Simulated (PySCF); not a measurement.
## Electronic structure of Sc³⁺ (scandium, charge +3) at the UHF level

Configuration: [Ar], closed-shell 1S. All numbers are calculated (PySCF 2.14, scalar relativity by spin-free X2C-1e, in aug-cc-pwCVTZ-DK with one added diffuse shell each of s, p, d, f, g type (11s10p8d5f4g, 152 functions)).

| Property | Result |
| --- | --- |
| Total energy | -761.762063 hartree |
| One-electron energy | -1021.4450 hartree |
| Hartree (Coulomb) energy | 297.3049 hartree |
| Exchange energy | -37.6220 hartree |
| ⟨S²⟩ | 0.0000 |
| ⟨L²⟩ | 0.000 |
| Sum of ⟨r⟩ | 11.58 bohr |
| Sum of ⟨r²⟩ | 12.53 bohr² |
| Langevin diamagnetic susceptibility | -9.93 ×10⁻⁶ cm³/mol |
| Time after the integrals | 6.3 s of wall time on 1 thread of Neoverse-N1 (shared host) |

```csv
shell,electrons,mean orbital energy (eV),"rms radius, mean of both spins (bohr)"
1s,2,-4571.8,0.0844
2s,2,-557.19,0.370
2p,6,-459.85,0.340
3s,2,-101.75,1.13
3p,6,-73.626,1.22
```

Densities and radii are taken from the X2C orbitals without a picture-change correction, which distorts them close to the nucleus.
